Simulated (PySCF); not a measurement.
**MoHF + Cl₂ → MoCl₂ + HF**

Level: PBE0 in the def2-TZVP basis family, computed in PySCF with density fitting; scalar-relativistic core potentials for atoms from Rb on, none lighter, no spin–orbit coupling; open shells unrestricted.

```
species                                     state and structure      E (Eh)  ZPE (kJ/mol)  H(298 K) − H(0) (kJ/mol)  S° (J/(mol K))
   MoHF  quintet, Cs, Mo–F 1.868 Å, Mo–H 1.710 Å; F–Mo–H 117.2°  -168.54905          17.9                      10.9           271.9
    Cl₂                             singlet, D∞h, Cl–Cl 1.982 Å  -920.08940           3.5                       9.1           222.5
  MoCl₂       quintet, C2v, Mo–Cl 2.260 Å (×2); Cl–Mo–Cl 131.6°  -988.38164           5.3                      13.6           316.3
     HF                               singlet, C∞v, H–F 0.920 Å  -100.39188          24.9                       8.7           173.6
```

**Question.** What is the electronic reaction energy?

**Answer.** At PBE0/def2-TZVP, ΔE = -354.6 kJ/mol from the differences of the total energies times 2625.5, downhill. Chlorination of this kind underlies dry etching.

**Question.** Add zero-point, thermal and entropy terms for 298.15 K and 1 bar.

**Answer.** ΔZPE = 8.8 and Δ[H(298) − H(0)] = 2.3 kJ/mol give ΔH° = -343.5 kJ/mol. ΔS° = -4.5 J/(mol K), so ΔG° = -343.5 − 298.15 × (-0.0045) = -342 kJ/mol.

Open d or f shells are single determinants, so the state found may not be the ground state. The structures come from searches over a few start shapes, so lower isomers are not excluded.
